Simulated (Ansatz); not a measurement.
Frontier orbitals of `CCB(N)CC`.

The species carries charge 0 and has multiplicity 1. Geometry: relaxed with PBE0-D4/def2-TZVP. It is one conformer, not always the lowest. Basis def2-TZVPP, Ansatz 0.2.0.

```
             functional  HOMO (eV)  LUMO (eV)  gap (eV)
                    PBE      -6.46       0.00      6.46
                   PBE0      -7.80       0.91      8.71
                r2SCANh      -7.22       0.74      7.96
                r2SCAN0      -7.98       1.23      9.21
HSE06 (plane-wave form)      -7.40       0.55      7.95
              CAM-B3LYP      -9.24       1.62     10.86
                LC-ωPBE     -10.57       2.89     13.46
                ωB97M-V     -10.10       2.18     12.28
```

Against PBE, PBE0 changes HOMO and LUMO by −1.35 and +0.92 eV, ωB97M-V by −3.64 and +2.19 eV. A gap of 6.45 eV thus becomes 12.28 eV for the same molecule, so an orbital gap means little without its functional. A positive LUMO is unbound and depends on the basis.

LC-ωPBE has ω = 0.4 bohr⁻¹.
